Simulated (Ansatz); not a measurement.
Consider the ligand exchange at the Sn–O bond: `[F][Sn][O][SiH3]` + HCl → `[F][Sn][Cl]` + silanol.

Gas-phase electronic energies from Ansatz, PBE0-D4/def2-TZVP geometries. CCSD(T)/CBS is the MP2 limit (def2-TZVPP, def2-QZVPP) plus CCSD(T) − MP2 in def2-TZVPP, frozen cores. This one scheme is used for every species. DFT in def2-TZVPP. B3LYP here is the variant with VWN-RPA as its local correlation; programs differ in this. Elements past krypton have def2 core potentials. For Sn outer-core shells are correlated without core-valence functions, which leaves a few kJ/mol of doubt a bond. Each species was taken in one conformer, which may not be the lowest.

`[F][Sn][O][SiH3]`:

Cartesian coordinates in Å:
```
F 1.265 -0.305 2.275
Sn 0.266 -1.848 1.640
O -0.387 -0.984 0.005
Si -0.300 0.451 -0.785
H -0.858 1.554 0.043
H 1.107 0.784 -1.138
H -1.093 0.350 -2.039
```

HCl:

```xyz
2

Cl    0.554    0.110   -0.300
H    -0.554   -0.110    0.300
```

`[F][Sn][Cl]`:

Z-matrix (Å, degrees):
```
Sn
F 1 1.935
Cl 1 2.360 2 96.9
```

`O[SiH3]`:

Cartesian coordinates in Å:
```
O -1.074 -0.596 0.367
Si 0.287 0.271 0.030
H -1.307 -1.311 -0.225
H 1.501 -0.590 0.033
H 0.392 1.293 1.096
H 0.200 0.934 -1.300
```

```
             level  ΔE (kcal/mol)
          B3LYP-D4          -10.1
          BHLYP-D4          -10.2
          PBE-QIDH          -10.5
           LC-ωPBE           -9.9
RPA@PBE/def2-TZVPP           -7.2
   CCSD/def2-TZVPP           -8.4
     HF/def2-QZVPP          -11.6
SCS-MP2/def2-QZVPP           -8.6
```

Problem. What does CCSD(T)/CBS give? (Best estimate.)

Solution. The calculation gave: -8.9 kcal/mol. The listed levels differ from it by -1.2, -1.3, -1.6, -1.0, 1.7, 0.5, -2.7, 0.3 kcal/mol.

Largest T1 diagnostic among the species: 0.016.

The D4 term adds +1.3 kcal/mol with B3LYP and +0.7 kcal/mol with PBE0; it sums over pairs of atoms, weighted by their polarisabilities, and B3LYP, whose exchange is more repulsive, gets the larger term. In def2-TZVPP, CCSD(T) changes the Hartree–Fock value by +3.7 kcal/mol (the triples alone add +0.4 kcal/mol) and MP2 by +3.4 kcal/mol. At CCSD(T), def2-SVP lies +2.4 kcal/mol from the extrapolated value and def2-TZVPP +0.9 kcal/mol.
